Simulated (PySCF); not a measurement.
C5H12Si, SMILES C=C[SiH2]CCC, GFN2-xTB optimised geometry.

```
18

C      2.69    -0.34     0.01
C      1.91    -1.42     0.00
Si     0.03    -1.42     0.00
C     -0.64     0.36     0.00
C     -2.17     0.42    -0.02
C     -2.68     1.86    -0.02
H      3.77    -0.41     0.01
H      2.28     0.65     0.03
H      2.39    -2.39    -0.01
H     -0.44    -2.13     1.20
H     -0.44    -2.13    -1.20
H     -0.26     0.90    -0.87
H     -0.28     0.90     0.88
H     -2.56    -0.10     0.86
H     -2.54    -0.10    -0.90
H     -2.33     2.39     0.86
H     -2.33     2.38    -0.90
H     -3.77     1.87    -0.03
```

Density from B3LYP/def2-SVP in PySCF at that geometry.

Minimum of the electron density along straight lines between bonded atoms, close to the bond critical point (lines longer than 1.1 times the sum of covalent radii, or with two minima, are not listed):

```csv
bond,length / Å,ρ at the minimum / e bohr⁻³,∇²ρ there / e bohr⁻⁵,position (fraction from the first atom)
C1–C2,1.324,0.345,-0.93,0.51
C2–Si3,1.884,0.113,0.34,0.62
Si3–C4,1.901,0.113,0.30,0.38
C4–C5,1.526,0.242,-0.54,0.50
C5–C6,1.525,0.245,-0.57,0.50
C1–H7,1.080,0.283,-1.08,0.63
C1–H8,1.078,0.284,-1.09,0.63
C2–H9,1.084,0.278,-1.02,0.63
Si3–H10,1.471,0.115,0.33,0.49
Si3–H11,1.471,0.115,0.33,0.49
C4–H12,1.092,0.271,-0.95,0.62
C4–H13,1.092,0.271,-0.95,0.62
C5–H14,1.092,0.277,-1.00,0.62
C5–H15,1.092,0.277,-1.00,0.62
C6–H16,1.088,0.277,-1.01,0.62
C6–H17,1.088,0.277,-1.01,0.62
C6–H18,1.088,0.277,-1.01,0.62
```
